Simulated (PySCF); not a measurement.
# Tl2O2F2 at several levels of theory

Computed with PySCF 2.14.0 (density fitting, no spin-orbit coupling) at the geometry relaxed with PBE0:

```xyz
6
Tl2O2F2 (singlet)
Tl    0.1885    0.0000    1.5452
Tl   -0.1885    0.0000   -1.5452
O     1.4436    0.0000   -0.0447
O    -1.4436    0.0000    0.0447
F    -0.3278    0.0000    3.4739
F     0.3278    0.0000   -3.4739
```

| level | basis | state | HOMO (eV) | gap (eV) | charge on Tl1 (e) | dipole about the centre of mass (D) | largest force component (eV/Å) |
| --- | --- | --- | --- | --- | --- | --- | --- |
| PBE0 | Tl def2-SVP with ECP60, O def2-SVP, F def2-SVP | singlet | -7.82 | 4.04 | 0.95 | 0.00 | 0.02 |
| B3LYP | the same | singlet | -7.59 | 3.55 | 0.91 | 0.00 | 0.36 |
| PBE0 | Tl def2-TZVP with ECP60, O def2-TZVP, F def2-TZVP | singlet | -8.02 | 4.15 | 1.03 | 0.00 | 0.54 |
| PBE0 | Tl x2c-SVPall, O x2c-SVPall, F x2c-SVPall | singlet | -7.79 | 4.05 | 1.00 | 0.00 | 0.49 |

Charges are Mulliken's, which hang on the basis. The relaxation used the grid (50, 194), these runs (75, 302) or, all-electron (x2c bases, spin-free X2C Hamiltonian), (99, 590).

A further run in the first row's basis gives HOMO (eV) -6.78, gap (eV) 2.26, charge on Tl1 (e) 0.92, dipole about the centre of mass (D) 0.00, largest force component (eV/Å) 0.32. Which level was it?
A. M06-L
B. TPSSh
C. r2SCAN

C. The others give HOMO -6.59 eV (M06-L); -7.04 eV (TPSSh).

In the first row's basis the gap widens with exact exchange: 2.3 eV for r2SCAN, M06-L (none); 2.9 to 4.0 eV for TPSSh, B3LYP, PBE0 (a fixed share).
